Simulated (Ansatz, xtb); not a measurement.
# Two structures of AlBH7Si2+

We compare X, a singlet given by its coordinates, with Y, a singlet given by its coordinates. Both are isolated ions in the gas phase, relaxed with B3LYP/6-31G*.

X (Å):

| atom | x (Å) | y (Å) | z (Å) |
| --- | --- | --- | --- |
| Al | 1.1025 | -0.8525 | 0.1088 |
| B | 0.3413 | -1.1665 | 2.0530 |
| Si | -0.7266 | -2.6106 | 1.0828 |
| Si | -1.0610 | -1.8709 | -1.0051 |
| H | 1.5524 | -1.4420 | 1.8029 |
| H | 0.1309 | -0.0677 | 1.4571 |
| H | 0.2641 | -1.0105 | 3.2285 |
| H | -0.3199 | -4.0325 | 1.2362 |
| H | -1.6999 | -0.5344 | -1.0943 |
| H | -1.1416 | -2.7201 | -2.2094 |
| H | 2.3506 | -0.1059 | -0.4604 |

Close contacts (Å): Al1–B2 2.11, Al1–Si4 2.64, B2–Si3 2.04, Si3–Si4 2.24, Al1–H5 1.85, Al1–H6 1.84, Al1–H11 1.56, B2–H5 1.27, B2–H6 1.27, B2–H7 1.19, Si3–H8 1.49, Si4–H9 1.48, Si4–H10 1.48.

Y (Å):

```yaml
atoms:
  - { symbol: Al, position_ang: [0.6468, -1.3381, 1.8919] }
  - { symbol: B, position_ang: [1.2571, -1.2665, -0.0219] }
  - { symbol: Si, position_ang: [2.1905, 0.3250, -0.7770] }
  - { symbol: Si, position_ang: [0.0301, -0.7510, -1.5061] }
  - { symbol: H, position_ang: [0.2231, -1.5083, 3.3983] }
  - { symbol: H, position_ang: [1.8392, -2.2988, -0.2236] }
  - { symbol: H, position_ang: [2.0385, 1.6919, -0.2346] }
  - { symbol: H, position_ang: [3.3372, 0.1532, -1.6905] }
  - { symbol: H, position_ang: [1.0284, 0.5200, -1.9807] }
  - { symbol: H, position_ang: [0.0712, -1.4733, -2.7928] }
  - { symbol: H, position_ang: [-1.1672, 0.0954, -1.3166] }
```

Close contacts (Å): Al1–B2 2.01, B2–Si3 1.99, B2–Si4 1.99, Si3–Si4 2.52, Al1–H5 1.57, B2–H6 1.20, Si3–H7 1.48, Si3–H8 1.48, Si3–H9 1.68, Si4–H9 1.68, Si4–H10 1.48, Si4–H11 1.48.

Energies in hartree; the thermal terms are from B3LYP/6-31G* harmonic frequencies (ideal gas, rigid rotor, one conformer each, 298.15 K, 1 atm) and include the zero-point energy:

|  | X | Y |
| --- | --- | --- |
| E, CCSD(T)/def2-SVP | −848.384999 | −848.391745 |
| E, MP2/def2-SVP | −848.304524 | −848.315575 |
| E, MP2/def2-TZVPP | −848.702104 | −848.708549 |
| zero-point energy | 0.064028 | 0.062743 |
| H(298 K) − E | 0.072400 | 0.071153 |
| G(298 K) − E | 0.033228 | 0.031536 |

Correct the CCSD(T) difference for the basis set by the MP2 change, then work out ΔE, ΔE₀, ΔH and ΔG for X → Y in kcal/mol (1 Eh = 627.51 kcal/mol) and the equilibrium ratio [Y]/[X].

1. Differences Y − X: CCSD(T) −0.006746, MP2 in the small set −0.011051, MP2 in the large set −0.006445 Eh.
2. ΔE = −0.006746 + (−0.006445 − (−0.011051)) = −0.002140 Eh = −1.34 kcal/mol.
3. ΔE₀ = ΔE + ΔZPE = −0.002140 + (−0.001285) Eh = −2.15 kcal/mol.
4. ΔH = ΔE + (−0.001247) Eh = −2.13 kcal/mol.
5. ΔG = ΔE + (−0.001692) Eh = −2.40 kcal/mol, so ΔS = (ΔH − ΔG)/T = +3.9 J/(mol K).
6. kT = 0.9442 mEh, so K = [Y]/[X] = exp(−ΔG/kT) = exp(+4.06) ≈ 58.

Structure Y is favoured at this temperature. An error of 1 kcal/mol in ΔG would change K by a factor of 5.4. Mirror images and further conformers aren't counted.

Other levels gave ΔE = −1.1 (B3LYP/6-31G*); −8.8 (HF/def2-SVP); −6.9 (MP2/def2-SVP); −4.2 (CCSD(T)/def2-SVP) kcal/mol. The correlated steps freeze 16 core orbitals. Programs: Ansatz 0.2.0.
